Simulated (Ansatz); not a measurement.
`C[SiH2][SnH3]` + NH₃ → `[NH2][SnH3]` + `C[SiH3]` at 500 K and 1 bar (cleavage of the Sn–Si bond).

Isolated molecules relaxed with PBE0-D4/def2-TZVP in Ansatz; ΔE leaves out vibrations. CBS: MP2 limit from def2 TZ/QZ plus the TZ coupled-cluster correction, frozen cores. This one scheme is used for every species. def2 core potentials past Kr. For Sn outer-core shells are correlated without core-valence functions, which leaves a few kJ/mol of doubt a bond.

```csv
species,CCSD(T)/CBS energy (Eh),H − E (kJ/mol),S (J/(mol·K))
`C[SiH2][SnH3]`,-545.95955,242.1,423.2
NH₃,-56.50880,108.2,211.8
`[NH2][SnH3]`,-271.71442,151.0,334.3
`C[SiH3]`,-330.73916,189.7,296.8
```

H − E and S are ideal-gas, rigid-rotor, harmonic terms from PBE0-D4/def2-TZVP. 1 Eh = 2625.50 kJ/mol, R = 8.31446 J/(mol·K).

Task: By hand: ΔE, ΔH, ΔS and ΔG.

Result: ΔE = (-271.71442) + (-330.73916) − (-545.95955) − (-56.50880) = 0.01477 Eh = 38.8 kJ/mol. Δ(H − E) = 151.0 + 189.7 − 242.1 − 108.2 = -9.6, so ΔH = 29.2 kJ/mol. ΔS = 334.3 + 296.8 − 423.2 − 211.8 = -3.9 J/(mol·K). ΔG = 29.2 − 500 × (-3.9)/1000 = 31.1 kJ/mol.

Task: By hand: the equilibrium constant, and the temperature at which ΔG would vanish if ΔH and ΔS stayed fixed.

Result: log₁₀ K = −ΔG/(RT ln 10) = -3.2. ΔH and −TΔS have one sign here, so there is no such temperature. One of them is within its doubt of zero, so this could turn.

The number of gas molecules stays the same, so ΔS is small and ΔH decides. A doubt of 5 kJ/mol in ΔE shifts log₁₀ K by 0.5 here. These are equilibria of isolated gas molecules and say nothing of rates. Largest T1 diagnostic: 0.013 (customary marks: 0.02 for closed shells, 0.045 for open ones).
